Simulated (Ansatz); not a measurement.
`[CH3][V](=[NH])([F])[F]` + `C[O][Sn]([CH3])([SH])[Cl]` → `[CH3][V](=[NH])([F])[Cl]` + `C[O][Sn]([CH3])([F])[SH]`  (redistribution)

Computed with Ansatz on PBE0-D4/def2-TZVP structures; ΔE is electronic, products minus reactants. CCSD(T)/CBS is the MP2 limit (def2-TZVPP, def2-QZVPP) plus CCSD(T) − MP2 in def2-TZVPP, frozen cores. DFT in def2-TZVPP. Elements past krypton have def2 core potentials. For Sn, V outer-core shells are correlated without core-valence functions, which leaves a few kJ/mol of doubt a bond. Scalar relativity is left out up to krypton. One conformer a species, not always the lowest.

`[CH3][V](=[NH])([F])[F]`:

```xyz
9

C     0.923    0.316   -0.778
V    -0.458    0.211    0.658
N    -1.140   -1.203    0.357
F     0.385    0.198    2.172
F    -1.565    1.517    0.391
H     1.617   -0.520   -0.681
H     1.438    1.270   -0.625
H     0.437    0.288   -1.754
H    -1.638   -2.078    0.261
```

`C[O][Sn]([CH3])([SH])[Cl]`:

Z-matrix (Å, degrees):
```
C
O 1 1.410
H 1 1.096 2 111.8
H 1 1.097 2 112.3 3 -122.0
H 1 1.093 2 107.9 3 118.9
Sn 2 1.951 1 120.8 3 67.1
S 6 2.392 2 109.3 1 54.0
C 6 2.115 2 106.6 1 -176.8
Cl 6 2.329 2 107.1 1 -57.3
H 7 1.345 6 92.2 2 65.0
H 8 1.089 6 109.1 2 -61.1
H 8 1.089 6 108.3 2 58.5
H 8 1.089 6 109.2 2 178.5
```

`[CH3][V](=[NH])([F])[Cl]`:

```xyz
9

C     0.161   -0.110    1.242
V     0.110    0.436   -0.675
N    -0.453   -0.885   -1.372
F     1.742    0.762   -1.150
Cl   -1.309    2.049   -0.843
H    -0.840   -0.387    1.575
H     0.530    0.764    1.788
H     0.842   -0.956    1.352
H    -0.783   -1.672   -1.917
```

`C[O][Sn]([CH3])([F])[SH]`:

Cartesian coordinates in Å:
```
C -0.015 0.091 -2.341
O 0.401 -0.551 -1.156
Sn -0.027 0.169 0.601
C 0.739 -1.165 2.048
F 0.902 1.854 0.703
S -2.311 0.858 0.694
H -1.078 0.360 -2.319
H 0.142 -0.602 -3.173
H 0.568 0.998 -2.535
H 1.538 -1.743 1.587
H -0.053 -1.828 2.392
H 1.127 -0.586 2.884
H -1.932 2.146 0.616
```

```
  level  ΔE (eV)
ωB97X-V     0.43
 r2SCAN     0.40
```

Q: What does CCSD(T)/CBS give? (An estimate is asked.)

A: Computed: +0.34 eV. The listed levels differ from it by 0.09, 0.06 eV.

Largest T1 diagnostic among the species: 0.031, so the coupled-cluster value is less sure than usual.

In def2-TZVPP, CCSD(T) changes the Hartree–Fock value by −0.10 eV (the triples alone add −0.03 eV) and MP2 by −0.29 eV.
